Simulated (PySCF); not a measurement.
PySCF input for BFClBr, SMILES ClB(Br)F, ADC(2)/aug-cc-pVDZ. Geometry optimised at TPSSh-D3(BJ)/def2-SVP.

```python
import numpy as np
from pyscf import gto, scf, dft, adc

mol = gto.M(
    atom='''
    B    -0.43923573   -0.57516661    0.00000000
    F    -1.73620588   -0.80246047    0.00000000
    Cl    0.66408370   -1.93274900    0.00000000
    Br    0.18664596    1.22727744    0.00000000
    ''',
    basis='aug-cc-pVDZ',
    charge=0,
    spin=0,
    max_memory=1600,
    verbose=4,
)
mf = scf.RHF(mol)
mf.conv_tol = 1e-10
mf.max_cycle = 100
mf.kernel()
res = {}
for kind, nroots in (('ee', 6), ('ip', 6), ('ea', 2)):
    a = adc.ADC(mf).density_fit('aug-cc-pvdz-ri')
    a.method, a.method_type = 'adc(2)', kind
    e, v, p, x = a.kernel(nroots=nroots)
    res[kind] = (e * 27.211386245988, p)
for kind, (e, p) in res.items():
    print(kind, 'energies / eV', np.round(e, 3), 'strengths', np.round(p, 4))
```

Output:

```
PySCF version 2.14.0

[INPUT] verbose = 4
[INPUT] num. atoms = 4
[INPUT] num. electrons = 66
[INPUT] charge = 0
[INPUT] spin (= nelec alpha-beta = 2S) = 0
[INPUT] symmetry False subgroup None
[INPUT] Mole.unit = angstrom
[INPUT] Symbol           X                Y                Z      unit          X                Y                Z       unit  Magmom
[INPUT]  1 B     -0.439235730000  -0.575166610000   0.000000000000 AA   -0.830035233823  -1.086907368895   0.000000000000 Bohr   0.0
[INPUT]  2 F     -1.736205880000  -0.802460470000   0.000000000000 AA   -3.280953609059  -1.516430514090   0.000000000000 Bohr   0.0
[INPUT]  3 Cl     0.664083700000  -1.932749000000   0.000000000000 AA    1.254936316788  -3.652366277527   0.000000000000 Bohr   0.0
[INPUT]  4 Br     0.186645960000   1.227277440000   0.000000000000 AA    0.352709746657   2.319218240457   0.000000000000 Bohr   0.0

nuclear repulsion = 280.988404939146
number of shells = 33
number of NR pGTOs = 206
number of NR cGTOs = 109
basis = aug-cc-pVDZ
ecp = {}


[settings echo left out]
init E= -3155.64052630778
  HOMO = -0.391469786713995  LUMO = 0.0320212495374959  gap/eV = 11.52378
cycle= 1 E= -3156.08397608397  delta_E= -0.443  |g|= 0.552  |ddm|=    2
  HOMO = -0.45447481831255  LUMO = 0.0201722306097318  gap/eV = 12.91580
cycle= 2 E= -3156.1432194711  delta_E= -0.0592  |g|= 0.33  |ddm|= 0.73
  HOMO = -0.442122346553623  LUMO = 0.044677102725724  gap/eV = 13.24649
cycle= 3 E= -3156.16732864051  delta_E= -0.0241  |g|= 0.0383  |ddm|= 0.269
  HOMO = -0.439831656745873  LUMO = 0.0452649740009159  gap/eV = 13.20015
cycle= 4 E= -3156.16794588706  delta_E= -0.000617  |g|= 0.0121  |ddm|= 0.064
  HOMO = -0.440345283981072  LUMO = 0.0451047807363523  gap/eV = 13.20977
cycle= 5 E= -3156.16799478865  delta_E= -4.89e-05  |g|= 0.00315  |ddm|= 0.0123
  HOMO = -0.440664319713266  LUMO = 0.0451098172542208  gap/eV = 13.21859
cycle= 6 E= -3156.16799989166  delta_E= -5.1e-06  |g|= 0.000812  |ddm|= 0.00449
  HOMO = -0.440605214216789  LUMO = 0.0451063327910388  gap/eV = 13.21688
cycle= 7 E= -3156.16800037839  delta_E= -4.87e-07  |g|= 0.000195  |ddm|= 0.00155
  HOMO = -0.440629727596696  LUMO = 0.0451050308509524  gap/eV = 13.21752
cycle= 8 E= -3156.16800041237  delta_E= -3.4e-08  |g|= 4.93e-05  |ddm|= 0.000543
  HOMO = -0.440622335407508  LUMO = 0.0451051642150704  gap/eV = 13.21732
cycle= 9 E= -3156.16800041447  delta_E= -2.1e-09  |g|= 1.41e-05  |ddm|= 0.000131
  HOMO = -0.440623174763173  LUMO = 0.0451050950732892  gap/eV = 13.21734
cycle= 10 E= -3156.16800041464  delta_E= -1.78e-10  |g|= 3.87e-06  |ddm|= 3.53e-05
  HOMO = -0.440623020735861  LUMO = 0.0451050601124683  gap/eV = 13.21733
cycle= 11 E= -3156.16800041467  delta_E= -2.5e-11  |g|= 1.05e-06  |ddm|= 9.93e-06
  HOMO = -0.440623025172521  LUMO = 0.0451050770592296  gap/eV = 13.21733
Extra cycle  E= -3156.16800041466  delta_E= 5.46e-12  |g|= 4.78e-07  |ddm|= 1.74e-06
converged SCF energy = -3156.16800041466

******** <class 'pyscf.adc.radc.RADC'> ********
******** ADC Orbital Information ********
Number of Frozen Occupied Orbitals: 0
Number of Frozen Virtual Orbitals: 0
Number of Active Occupied Orbitals: 33
Number of Active Virtual Orbitals: 76
*****************************************
******** <class 'pyscf.df.df.DF'> ********
auxbasis = aug-cc-pvdz-ri
Reference correlation energy (doubles): -0.59128624
MP2 correlation energy of reference state (a.u.) = -0.59128624

******** <class 'pyscf.adc.radc_ee.RADCEE'> ********
max_space = 12
max_cycle = 50
conv_tol = 1e-08

*************************************************************
        ADC calculation summary (singlet states only)
*************************************************************
adc(2) root 0  |  Energy (Eh) =   0.2378058475  |  Energy (eV) =   6.47102671  |  Osc. strength = 0.00000424  |  conv = True
adc(2) root 1  |  Energy (Eh) =   0.2636266630  |  Energy (eV) =   7.17364689  |  Osc. strength = 0.20586709  |  conv = True
adc(2) root 2  |  Energy (Eh) =   0.2817540265  |  Energy (eV) =   7.66691758  |  Osc. strength = 0.00191670  |  conv = True
adc(2) root 3  |  Energy (Eh) =   0.2861386198  |  Energy (eV) =   7.78622844  |  Osc. strength = 0.05619898  |  conv = True
adc(2) root 4  |  Energy (Eh) =   0.2978695305  |  Energy (eV) =   8.10544278  |  Osc. strength = 0.02988912  |  conv = True
adc(2) root 5  |  Energy (Eh) =   0.3063938340  |  Energy (eV) =   8.33740089  |  Osc. strength = 0.00388209  |  conv = True

******** <class 'pyscf.adc.radc.RADC'> ********
******** ADC Orbital Information ********
Number of Frozen Occupied Orbitals: 0
Number of Frozen Virtual Orbitals: 0
Number of Active Occupied Orbitals: 33
Number of Active Virtual Orbitals: 76
*****************************************
******** <class 'pyscf.df.df.DF'> ********
auxbasis = aug-cc-pvdz-ri
Reference correlation energy (doubles): -0.59128624
MP2 correlation energy of reference state (a.u.) = -0.59128624

******** <class 'pyscf.adc.radc_ip.RADCIP'> ********
max_space = 12
max_cycle = 50
conv_tol = 1e-08

*************************************************************
        ADC calculation summary (doublet states only)
*************************************************************
adc(2) root 0  |  Energy (Eh) =   0.4065213085  |  Energy (eV) =  11.06200825  |  Spec. factor = 1.83280816  |  conv = True
adc(2) root 1  |  Energy (Eh) =   0.4227608264  |  Energy (eV) =  11.50390804  |  Spec. factor = 1.83745846  |  conv = True
adc(2) root 2  |  Energy (Eh) =   0.4540486340  |  Energy (eV) =  12.35529265  |  Spec. factor = 1.81300405  |  conv = True
adc(2) root 3  |  Energy (Eh) =   0.4712538219  |  Energy (eV) =  12.82346966  |  Spec. factor = 1.80650746  |  conv = True
adc(2) root 4  |  Energy (Eh) =   0.4813968610  |  Energy (eV) =  13.09947581  |  Spec. factor = 1.78606133  |  conv = True
adc(2) root 5  |  Energy (Eh) =   0.5869418050  |  Energy (eV) =  15.97150003  |  Spec. factor = 1.73567201  |  conv = True

******** <class 'pyscf.adc.radc.RADC'> ********
******** ADC Orbital Information ********
Number of Frozen Occupied Orbitals: 0
Number of Frozen Virtual Orbitals: 0
Number of Active Occupied Orbitals: 33
Number of Active Virtual Orbitals: 76
*****************************************
******** <class 'pyscf.df.df.DF'> ********
auxbasis = aug-cc-pvdz-ri
Reference correlation energy (doubles): -0.59128624
MP2 correlation energy of reference state (a.u.) = -0.59128624

******** <class 'pyscf.adc.radc_ea.RADCEA'> ********
max_space = 12
max_cycle = 50
conv_tol = 1e-08

*************************************************************
        ADC calculation summary (doublet states only)
*************************************************************
adc(2) root 0  |  Energy (Eh) =   0.0249474837  |  Energy (eV) =   0.67885561  |  Spec. factor = 1.83810031  |  conv = True
adc(2) root 1  |  Energy (Eh) =   0.0281926621  |  Energy (eV) =   0.76716141  |  Spec. factor = 1.95937602  |  conv = True
ee energies / eV [6.471 7.174 7.667 7.786 8.105 8.337] strengths [0.     0.2059 0.0019 0.0562 0.0299 0.0039]
ip energies / eV [11.062 11.504 12.355 12.823 13.099 15.972] strengths [1.8328 1.8375 1.813  1.8065 1.7861 1.7357]
ea energies / eV [0.679 0.767] strengths [1.8381 1.9594]
```

The run converged.
